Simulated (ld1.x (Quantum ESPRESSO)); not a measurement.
## Configuration tests for indium (TM)

* Element: In (Z = 49)
* Generator: ld1.x (Quantum ESPRESSO) 7.5
* Type: norm-conserving Troullier–Martins (Kleinman–Bylander form)
* Functional: PBEsol
* Relativity: scalar-relativistic
* Frozen core: [Kr]
* Valence charge: 13
* Reference configuration: 4d10 5s1.5 5p1.5
* Partial waves: 5s (bound): rc 2.10 bohr; 5p (bound): rc 2.30 bohr; 4d (bound): rc 1.05 bohr
* Local potential: all-electron potential smoothed inside 1.70 bohr (lloc = -1)
* Core correction: none

Energies are relative to the spin-unpolarised reference configuration 4d10 5s1.5 5p1.5; without spin polarisation the order of configurations can differ from experiment.

```
valence configuration  charge  ΔE all-electron (eV)  error AE − PS (meV)
         4d10 5s2 5p1       0                -2.904                 +0.4
         4d10 5s2 5p0      +1                 2.456                 -2.2
         4d10 5s1 5p0      +2                21.734                 -7.5
       4d10 5s2 5p1.3    -0.3                -3.435                 +0.8
          4d9 5s2 5p2       0                15.355                 -152
          4d9 5s2 5p1      +1                22.187                 -112
```

Problem. What are ΔE and the potential's error for 4d10 5s2 5p0.5?

Solution. ΔE = -0.963 eV all-electron; the error (AE − PS) is -0.4 meV.

Levels in the configuration 4d9 5s2 5p2:

| level | all-electron (eV) | pseudo (eV) |
| --- | --- | --- |
| 4d | -24.145 | -24.389 |
| 5s | -10.309 | -10.239 |
| 5p | -3.692 | -3.657 |

ld1.x printed “convergence not achieved” for 7 of the counted tests; their residual had stalled under 1e-8, short of the target of 1e-14.

Note: ghost state, extra bound levels that the all-electron valence spectrum of the same l lacks: s at -40.7 eV. A true bound ghost makes a file unfit for plane-wave use.
